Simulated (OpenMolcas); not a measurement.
## Re4+: terms and fine structure

```json
{
 "Program": "OpenMolcas 26.06",
 "Method": "SS-RASPT2, IPEA 0.25 Eh, imaginary shift 0.1 Eh (closed shells correlated: 5s)",
 "Basis": "ANO-RCC-VQZP [9s8p6d4f3g2h]",
 "Scalar Hamiltonian": "DKH2, point nucleus",
 "Active space": "9 electrons in 8 orbitals (RAS1 5p, at most 2 holes; RAS2 5d)",
 "State averaging": "2S+1 = 4 even, 10 roots; 2S+1 = 2 even, 40 roots",
 "Spin-orbit coupling": "state interaction with AMFI integrals over the reference wave functions, term energies averaged over their components"
}
```

Spin-free terms above the lowest, with the occupations of the reference:

```csv
Configuration,Term,E (cm-1),Occupations
5d3,4F,0.0,5p 5.98 5d 3.02
5d3,4P,10710,5p 5.98 5d 3.02
5d3,2G,11270,5p 5.98 5d 3.02
5d3,2P,12440,5p 5.98 5d 3.02
5d3,2H,15300,5p 5.99 5d 3.02
5d3,2D(1),16110,5p 5.98 5d 3.02
5d3,2F,25310,5p 5.98 5d 3.02
5d3,2D(2),41160,5p 5.98 5d 3.02
```

With spin-orbit coupling, above the lowest level:

```csv
Configuration,Term,J,E (cm-1),Measured (cm-1),g,Term weight %,Second
5d3,4F,3/2,0.0,0.0,0.480,84,13 2D(1)
5d3,4F,5/2,5180,4853,1.037,95,4 2D(1)
5d3,4F,7/2,9450,8973,1.198,87,11 2G
5d3,4F,9/2,12410,11914,1.233,62,29 2G
5d3,4P,3/2,12600,,1.376,43,38 2P
5d3,4P,1/2,14740,14325,1.920,63,37 2P
5d3,2G,7/2,19770,19013,0.939,85,12 4F
5d3,2H,9/2,20750,19967,1.062,56,29 4F
5d3,4P,5/2,21880,20922,1.555,89,6 2D(1)
5d3,4P,3/2,24310,,1.232,45,42 2D(1)
5d3,2P,1/2,24440,23669,1.417,63,37 4P
5d3,2H,11/2,28030,27077,1.091,100,
5d3,2D(1),5/2,30420,28739,1.214,86,6 4P
5d3,2G,9/2,31630,30366,1.059,56,35 2H
5d3,2P,3/2,33880,,1.174,53,32 2D(1)
5d3,2F,5/2,35780,34162,0.908,86,11 2D(2)
5d3,2F,7/2,36110,34625,1.133,96,4 2G
5d3,2D(2),3/2,54310,52052,0.806,97,
5d3,2D(2),5/2,54340,52467,1.175,84,11 2F
```

Against the 15 measured excited levels shown (the list in Brasseur, Gamrath and Quinet, At. Data Nucl. Data Tables 157, 101636 (2024)) the mean absolute deviation is 1100 cm-1; the largest miss in energy is 5d3 2D 3/2(2): computed 54310, measured 52052 cm-1 (+4.3 %), and the largest in proportion 5d3 4F 5/2 (+6.8 %).

Spin-orbit coupling puts the lowest level 10848 cm-1 below the lowest spin-free term.

A least-squares Racah fit to the terms below 60000 cm-1, each weighted by 2L + 1 and with a free common offset, gives B = 722 cm-1 and C = 2858 cm-1 (C/B = 3.96), with an rms deviation of 661 cm-1.

Term energies are means over components that CASPT2 splits; among the terms shown or strongly mixed into the levels shown the widest spread is 170 cm-1 (5d3 2F). Active for correlation alone: 5p; no level in the range computed is led by a configuration that opens it, so any true level of that kind is missing. Computed and measured levels are paired by configuration, term and J; levels that our copy of the source lacks, or whose pairing is in doubt (as where it misses far off the trend of its configuration), stay unpaired and out of the deviations. Levels of configurations outside the active space are missing. The first state left out of the spin-orbit step lies near 740000 cm-1 above the lowest spin-free state of the reference (among the parities and spins computed), and the list stops at four fifths of that energy or lower.

The term weight is that of the spin-free term in the level, not the purity of its configuration. A number in round brackets counts repeated terms of one configuration in the order of the reference energies.
